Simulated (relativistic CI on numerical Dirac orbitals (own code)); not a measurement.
**Cr³⁺ in a cubic cluster: 2p photoemission with charge transfer**

Computed with a charge-transfer multiplet model of a cubic metal-ligand cluster with up to one ligand hole, Slater and spin-orbit integrals from Dirac-Coulomb-Breit ions, Slater integrals scaled by 0.8. The ground state mixes d3 with configurations of k ligand holes L, whose averages lie at kΔ + k(k − 1)U_dd/2; a core hole lowers each added d electron by U_cd. 300 K, Lorentzian 0.6 eV and Gaussian 0.8 eV FWHM.

Atomic integrals in eV (Slater integrals scaled, ζ unscaled), ground: F2dd 8.574, F4dd 5.368, zeta_d 0.033; with the core hole: F2dd 9.995, F4dd 6.296, zeta_d 0.053, zeta_core 5.616, F2cd 5.795, G1cd 4.393, G3cd 2.497.

Cluster parameters (eV): U_dd = 6.5, U_cd = 8.4, 10Dq = 0.7, 10Dq(ligand) = 0.9, V(eg) = 1.65, V(t2g) = -0.76, final-state hopping factor = 0.9.

```csv
Case,n_d,d3,d4L,S
Δ = 5 eV,3.23,0.77,0.23,1.50
Δ = 7 eV,3.16,0.84,0.16,1.50
Δ = 8 eV,3.13,0.87,0.13,1.50
```

Weights, n_d and S are thermal averages at 300 K. Binding energies count from the first peak over 30 % of the highest in each spectrum, which can be another peak from case to case. The parameters are a model scan and need not match a compound or its usual spin state. Peaks in eV (height, largest 100):
- Δ = 5 eV: 0.0 (100), 1.6 (90), 3.5 (39), 4.8 (40), 10.3 (79), 12.7 (30), 18.0 (26)
- Δ = 7 eV: 0.0 (100), 1.5 (84), 3.7 (37), 4.8 (38), 10.5 (68), 12.8 (22), 17.2 (19)
- Δ = 8 eV: 0.0 (100), 3.8 (33), 4.8 (35), 10.4 (64), 13.0 (19), 17.0 (14)

Curve for Δ = 7 eV (points under 2 left out, the grid thinned):

(E (eV), Intensity): (-3.6, 2.1), (-3.0, 2.8), (-2.4, 4.1), (-1.9, 6.3), (-1.3, 13.5), (-0.7, 45.4), (-0.2, 93.6), (0.4, 87.8), (1.0, 80.5), (1.6, 83.8), (2.2, 61.8), (2.7, 39.3), (3.3, 35.6), (3.9, 36.4), (4.4, 36.7), (5.0, 37.3), (5.6, 32.2), (6.2, 28.7), (6.8, 30.3), (7.3, 34.4), (7.9, 39.8), (8.5, 41.7), (9.0, 42.0), (9.6, 49.6), (10.2, 65.2), (10.8, 62.0), (11.4, 35.5), (11.9, 24.6), (12.5, 21.9), (13.1, 21.7), (13.6, 19.2), (14.2, 16.9), (14.8, 14.1), (15.4, 11.1), (16.0, 10.0), (16.5, 12.7), (17.1, 18.3), (17.7, 14.9), (18.2, 10.1), (18.8, 7.3), (19.4, 5.4), (20.0, 4.1), (20.6, 3.4), (21.1, 2.8), (21.7, 2.1)

For the case Δ = 5 eV, Δ = 5 eV is smaller than U_dd = 6.5 eV, the charge-transfer side of the Zaanen-Sawatzky-Allen scheme. With the core hole the configuration with one ligand hole lies at Δ − U_cd = -3.4, -1.4, -0.4 eV from the one without, in the order of the table; where this is negative the screened configuration lies lower, though the effective hopping of about 3.1 eV (from the holes of the mixed ground state) mixes the two strongly wherever it is as large as the gap.

With at most 1 ligand hole the space is cut while the next configuration still counts, so covalency is underestimated, and a final configuration with one more ligand hole, which can lie low, is missing from the spectra.
